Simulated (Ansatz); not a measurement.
`C[Si](Cl)(Cl)[GeH3]` + H–F → `C[Si](F)(Cl)[GeH3]` + HCl at 298.15 K and 1 bar (ligand exchange at the Si–Cl bond).

Isolated molecules relaxed with PBE0-D4/def2-TZVP in Ansatz; ΔE leaves out vibrations. CCSD(T)/CBS is the MP2 limit (def2-TZVPP, def2-QZVPP) plus CCSD(T) − MP2 in def2-TZVPP, frozen cores. This one scheme is used for every species. For Ge outer-core shells are correlated without core-valence functions, which leaves a few kJ/mol of doubt a bond. Scalar relativity is left out up to krypton.

| species | CCSD(T)/CBS energy (Eh) | H − E (kJ/mol) | S (J/(mol·K)) |
| --- | --- | --- | --- |
| `C[Si](Cl)(Cl)[GeH3]` | -3326.53256 | 195.3 | 404.2 |
| H–F | -100.39570 | 33.5 | 173.6 |
| `C[Si](F)(Cl)[GeH3]` | -2966.56047 | 197.2 | 393.5 |
| HCl | -460.38127 | 26.6 | 186.8 |

H − E and S are ideal-gas, rigid-rotor, harmonic terms from PBE0-D4/def2-TZVP, for one conformer and one mirror image of each species. 1 Eh = 2625.50 kJ/mol, R = 8.31446 J/(mol·K).

**Question.** By hand: ΔE, ΔH, ΔS and ΔG.

**Answer.** ΔE = (-2966.56047) + (-460.38127) − (-3326.53256) − (-100.39570) = -0.01348 Eh = -35.4 kJ/mol. Δ(H − E) = 197.2 + 26.6 − 195.3 − 33.5 = -5.0, so ΔH = -40.4 kJ/mol. ΔS = 393.5 + 186.8 − 404.2 − 173.6 = 2.5 J/(mol·K). ΔG = -40.4 − 298.15 × (2.5)/1000 = -41.1 kJ/mol.

**Question.** By hand: the equilibrium constant, and the temperature at which ΔG would vanish if ΔH and ΔS stayed fixed.

**Answer.** log₁₀ K = −ΔG/(RT ln 10) = 7.2. ΔH and −TΔS have one sign here, so there is no such temperature. One of them is within its doubt of zero, so this could turn.

The number of gas molecules stays the same, so ΔS is small and ΔH decides. A doubt of 5 kJ/mol in ΔE shifts log₁₀ K by 0.9 here. Other conformers and mirror images would add mixing entropy, several J/(mol·K) or more a flexible species. These are equilibria of isolated gas molecules and say nothing of rates. Largest T1 diagnostic: 0.011 (customary marks: 0.02 for closed shells, 0.045 for open ones).
